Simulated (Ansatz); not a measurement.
Cost and result for the atomization energy of BFGaH₃O, SMILES `[BH2][Ga]([OH])[F]` (7 atoms, 6 bonds).

Total charge 0; spin multiplicity 1. Correlated methods include outer-core shells of Ga, which these sets cover unevenly. Scalar relativity is left out up to krypton. All single points use the PBE0-D4/def2-TZVP geometry. It is one conformer, not always the lowest. Program: Ansatz. All runs use 2 threads of an Arm Neoverse V1 on a shared host. Times are those of one run each, without the atoms' runs, and a repeat can differ threefold. Electronic energies, without spin–orbit coupling; frozen cores. CCSD(T)/CBS adds CCSD(T) − MP2 in def2-TZVPP to the MP2 limit, and its time is that of the two runs behind it. T1 = 0.014. With those shells the extrapolation isn't a true limit. B3LYP takes the VWN-RPA correlation (the form of Gaussian; ORCA's B3LYP/G).

CCSD(T)/CBS is a level of theory with its own doubt, some kJ/mol a heavy atom from the limit and from the frozen cores, so smaller differences don't rank the functionals.

| level | functions | wall time |
| --- | --- | --- |
| BLYP-D4/def2-TZVPP | 183 | 2.4 s |
| PBE-D4/def2-TZVPP (with forces) | 183 | 2.5 s |
| PBE0-D4/def2-TZVPP | 183 | 2.9 s |
| BHLYP-D4/def2-TZVPP | 183 | 3 s |
| CAM-B3LYP-D4/def2-TZVPP | 183 | 3.5 s |
| B3LYP-D4/def2-TZVPP (with forces) | 183 | 3.9 s |
| CCSD(T)/def2-SVP | 89 | 5 s |
| ωB97X-V/def2-TZVPP | 183 | 8.5 s |
| B97M-V/def2-TZVPP | 183 | 9 s |
| ωB97M-V/def2-TZVPP (with forces) | 183 | 12 s |
| MP2/def2-QZVPP | 350 | 18 s |
| CCSD(T)/def2-TZVPP | 183 | 85 s |
| CCSD(T)/CBS(def2) | – | 100 s |

Problem. What atomization energy does each give, and how far from CCSD(T)/CBS? (Best estimate.)

Solution. Ansatz gave: 
```json
{"level": "BLYP-D4/def2-TZVPP", "atomization (kJ/mol)": "2292.9", "difference from CCSD(T)/CBS": "-23.1", "per bond": "-3.8"}
{"level": "PBE-D4/def2-TZVPP (with forces)", "atomization (kJ/mol)": "2335.5", "difference from CCSD(T)/CBS": "19.5", "per bond": "3.3"}
{"level": "PBE0-D4/def2-TZVPP", "atomization (kJ/mol)": "2280.2", "difference from CCSD(T)/CBS": "-35.8", "per bond": "-6.0"}
{"level": "BHLYP-D4/def2-TZVPP", "atomization (kJ/mol)": "2210.2", "difference from CCSD(T)/CBS": "-105.8", "per bond": "-17.6"}
{"level": "CAM-B3LYP-D4/def2-TZVPP", "atomization (kJ/mol)": "2315.3", "difference from CCSD(T)/CBS": "-0.7", "per bond": "-0.1"}
{"level": "B3LYP-D4/def2-TZVPP (with forces)", "atomization (kJ/mol)": "2287.0", "difference from CCSD(T)/CBS": "-29.0", "per bond": "-4.8"}
{"level": "CCSD(T)/def2-SVP", "atomization (kJ/mol)": "2171.3", "difference from CCSD(T)/CBS": "-144.7", "per bond": "-24.1"}
{"level": "ωB97X-V/def2-TZVPP", "atomization (kJ/mol)": "2315.7", "difference from CCSD(T)/CBS": "-0.3", "per bond": "0.0"}
{"level": "B97M-V/def2-TZVPP", "atomization (kJ/mol)": "2305.6", "difference from CCSD(T)/CBS": "-10.4", "per bond": "-1.7"}
{"level": "ωB97M-V/def2-TZVPP (with forces)", "atomization (kJ/mol)": "2302.5", "difference from CCSD(T)/CBS": "-13.5", "per bond": "-2.2"}
{"level": "MP2/def2-QZVPP", "atomization (kJ/mol)": "2370.0", "difference from CCSD(T)/CBS": "54.0", "per bond": "9.0"}
{"level": "CCSD(T)/def2-TZVPP", "atomization (kJ/mol)": "2262.2", "difference from CCSD(T)/CBS": "-53.8", "per bond": "-9.0"}
{"level": "CCSD(T)/CBS(def2)", "atomization (kJ/mol)": "2316.0", "difference from CCSD(T)/CBS": "0.0", "per bond": "0.0"}
```

The D4 term adds +16.9 kJ/mol with B3LYP and +8.8 kJ/mol with PBE0; it sums over pairs of atoms, weighted by their polarisabilities, and B3LYP, whose exchange is more repulsive, gets the larger term. In def2-TZVPP, CCSD(T) changes the Hartree–Fock value by +592.6 kJ/mol (the triples alone add +35.7 kJ/mol) and MP2 by +667.9 kJ/mol; breaking electron pairs costs correlation energy, which Hartree–Fock lacks. At CCSD(T), def2-SVP lies −144.6 kJ/mol from the extrapolated value and def2-TZVPP −53.7 kJ/mol: correlation converges slowly with the basis, and small sets miss more of it in the bonded molecule than in its fragments.
